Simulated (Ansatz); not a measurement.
All values below come from B3LYP-D3(BJ)/def2-TZVP run with Ansatz (an electronic-structure program). No frequencies were computed at this level.

Ansatz 0.2 input:
```yaml
crystal:
  periodic: [false, false, false]
  atoms:
    - { symbol: C, position_ang: [-1.632136, -0.23366, -0.18954] }
    - { symbol: C, position_ang: [-0.437245, 0.225429, -0.505614] }
    - { symbol: C, position_ang: [0.685898, 0.381558, 0.481834] }
    - { symbol: C, position_ang: [1.807365, -0.4368, 0.087789] }
    - { symbol: N, position_ang: [2.683692, -1.092351, -0.240757] }
    - { symbol: H, position_ang: [-1.883359, -0.528973, 0.816483] }
    - { symbol: H, position_ang: [-2.412929, -0.331177, -0.923644] }
    - { symbol: H, position_ang: [-0.199752, 0.509761, -1.521904] }
    - { symbol: H, position_ang: [0.366808, 0.082209, 1.48385] }
    - { symbol: H, position_ang: [1.021657, 1.424003, 0.511503] }
basis:
  gaussian: { orbitals: def2-tzvp }
hamiltonian:
  xc: b3lyp
  dispersion: d3bj
relax:
  max_steps: 150
```

Output:

```
Functional definition: B3LYP
1095 factors; their error is unknown
mean field evaluation 1: about -5710.9548 eV, gradient 6.6e1 eV
mean field evaluation 2: about -5706.1238 eV, gradient 7.9e1 eV
mean field evaluation 4: about -5720.5446 eV, gradient 5.0e0 eV
mean field evaluation 8: about -5720.5972 eV, gradient 1.6e-1 eV
mean field evaluation 16: about -5720.5851 eV, gradient 3.3e-4 eV
mean field -5720.58512261 eV, -210.2276257040 hartree, gradient 3.4e-5 eV, S^2 0.000000; 0 other end points of the search recorded, 0 dependent functions left out
reference -5720.58536803 eV, -210.2276347231 hartree; 18, 18 occupied and 167, 167 virtual orbitals, 1095 factors
relax step   1: F+E_penalty+E_count = -5720.91451679 eV  Δ(F+E_penalty+E_count) = +0.000e0 eV  max|allowed force component| = 6.809e-1 eV/Å  Δτ_max = 0.0000 Å  (31 SCF iters, accepted)
these checks for a lower state are left out or cut short: starts, cluster_reference, orbital_swaps, neighbouring_geometries, increment
1095 factors; their error is unknown
mean field -5720.60504170 eV, -210.2283577171 hartree, gradient 1.8e-5 eV, S^2 0.000000; 0 other end points of the search recorded, 0 dependent functions left out
reference -5720.60528791 eV, -210.2283667653 hartree; 18, 18 occupied and 167, 167 virtual orbitals, 1095 factors
relax step   2: F+E_penalty+E_count = -5720.93203540 eV  Δ(F+E_penalty+E_count) = -1.752e-2 eV  max|allowed force component| = 2.404e-1 eV/Å  Δτ_max = 0.0452 Å  (31 SCF iters, accepted)
these checks for a lower state are left out or cut short: starts, cluster_reference, orbital_swaps, neighbouring_geometries, increment
1095 factors; their error is unknown
mean field evaluation 32: about -5720.6066 eV, gradient 6.8e-3 eV
mean field -5720.60664421 eV, -210.2284166084 hartree, gradient 1.8e-5 eV, S^2 0.000000; 0 other end points of the search recorded, 0 dependent functions left out
reference -5720.60689066 eV, -210.2284256653 hartree; 18, 18 occupied and 167, 167 virtual orbitals, 1095 factors
relax step   3: F+E_penalty+E_count = -5720.93258627 eV  Δ(F+E_penalty+E_count) = -5.509e-4 eV  max|allowed force component| = 1.354e-1 eV/Å  Δτ_max = 0.0375 Å  (31 SCF iters, accepted)
these checks for a lower state are left out or cut short: starts, cluster_reference, orbital_swaps, neighbouring_geometries, increment
1095 factors; their error is unknown
mean field -5720.60815029 eV, -210.2284719558 hartree, gradient 2.0e-5 eV, S^2 0.000000; 0 other end points of the search recorded, 0 dependent functions left out
reference -5720.60839676 eV, -210.2284810133 hartree; 18, 18 occupied and 167, 167 virtual orbitals, 1095 factors
relax step   4: F+E_penalty+E_count = -5720.93415679 eV  Δ(F+E_penalty+E_count) = -1.571e-3 eV  max|allowed force component| = 4.068e-2 eV/Å  Δτ_max = 0.0133 Å  (32 SCF iters, accepted)
these checks for a lower state are left out or cut short: starts, cluster_reference, orbital_swaps, neighbouring_geometries, increment
1095 factors; their error is unknown
mean field -5720.60822233 eV, -210.2284746033 hartree, gradient 2.0e-5 eV, S^2 0.000000; 0 other end points of the search recorded, 0 dependent functions left out
reference -5720.60846878 eV, -210.2284836601 hartree; 18, 18 occupied and 167, 167 virtual orbitals, 1095 factors
relax step   5: F+E_penalty+E_count = -5720.93431026 eV  Δ(F+E_penalty+E_count) = -1.535e-4 eV  max|allowed force component| = 1.849e-2 eV/Å  Δτ_max = 0.0050 Å  (33 SCF iters, accepted)
these checks for a lower state are left out or cut short: starts, cluster_reference, orbital_swaps, neighbouring_geometries, increment
1095 factors; their error is unknown
mean field -5720.60849802 eV, -210.2284847344 hartree, gradient 2.0e-5 eV, S^2 0.000000; 0 other end points of the search recorded, 0 dependent functions left out
reference -5720.60874446 eV, -210.2284937910 hartree; 18, 18 occupied and 167, 167 virtual orbitals, 1095 factors
relax step   6: F+E_penalty+E_count = -5720.93453247 eV  Δ(F+E_penalty+E_count) = -2.222e-4 eV  max|allowed force component| = 2.500e-2 eV/Å  Δτ_max = 0.0244 Å  (33 SCF iters, accepted)
these checks for a lower state are left out or cut short: starts, cluster_reference, orbital_swaps, neighbouring_geometries, increment
1095 factors; their error is unknown
mean field -5720.60879274 eV, -210.2284955651 hartree, gradient 2.0e-5 eV, S^2 0.000000; 0 other end points of the search recorded, 0 dependent functions left out
reference -5720.60903921 eV, -210.2285046227 hartree; 18, 18 occupied and 167, 167 virtual orbitals, 1095 factors
relax step   7: F+E_penalty+E_count = -5720.93471925 eV  Δ(F+E_penalty+E_count) = -1.868e-4 eV  max|allowed force component| = 1.076e-2 eV/Å  Δτ_max = 0.0152 Å  (33 SCF iters, accepted)
these checks for a lower state are left out or cut short: starts, cluster_reference, orbital_swaps, neighbouring_geometries, increment
1095 factors; their error is unknown
mean field evaluation 64: about -5720.6228 eV, gradient 9.7e-4 eV
mean field -5720.60887355 eV, -210.2284985351 hartree, gradient 2.0e-5 eV, S^2 0.000000; 0 other end points of the search recorded, 0 dependent functions left out
reference -5720.60912003 eV, -210.2285075929 hartree; 18, 18 occupied and 167, 167 virtual orbitals, 1095 factors
relax step   8: F+E_penalty+E_count = -5720.93474602 eV  Δ(F+E_penalty+E_count) = -2.677e-5 eV  max|allowed force component| = 5.965e-3 eV/Å  Δτ_max = 0.0063 Å  (33 SCF iters, accepted)
1095 factors; their error is unknown
mean field evaluation 96: about -5720.6089 eV, gradient 3.2e-5 eV
mean field -5720.60887355 eV, -210.2284985351 hartree, gradient 2.0e-5 eV, S^2 0.000000; 1 other end points of the search recorded, 0 dependent functions left out
reference -5720.60912003 eV, -210.2285075929 hartree; 18, 18 occupied and 167, 167 virtual orbitals, 1095 factors
Total energy: -5720.93499249 eV, -210.2404831851 hartree
Atom 0 at    -1.661072    -0.207806    -0.184456 Å, force     0.005538     0.002603     0.000839 eV/Å
Atom 1 at    -0.446703     0.201235    -0.516626 Å, force    -0.005965    -0.001595    -0.000922 eV/Å
Atom 2 at     0.684637     0.350479     0.468954 Å, force     0.005395    -0.004351    -0.001610 eV/Å
Atom 3 at     1.859869    -0.431658     0.087634 Å, force     0.002024     0.005322     0.002791 eV/Å
Atom 4 at     2.779612    -1.045019    -0.227668 Å, force    -0.002436    -0.001977    -0.000895 eV/Å
Atom 5 at    -1.912697    -0.479819     0.834128 Å, force    -0.001034    -0.000129    -0.000021 eV/Å
Atom 6 at    -2.448880    -0.286142    -0.921586 Å, force    -0.002885    -0.000950    -0.001195 eV/Å
Atom 7 at    -0.214457     0.457496    -1.544528 Å, force     0.001349     0.000577     0.000429 eV/Å
Atom 8 at     0.366554     0.042371     1.466993 Å, force    -0.000140     0.000320     0.000376 eV/Å
Atom 9 at     0.993134     1.398862     0.537153 Å, force    -0.001848     0.000181     0.000209 eV/Å
Dipole moment:    -0.683506     0.433420     0.195489 e Å
```

Cost: roughly 40 core-seconds.
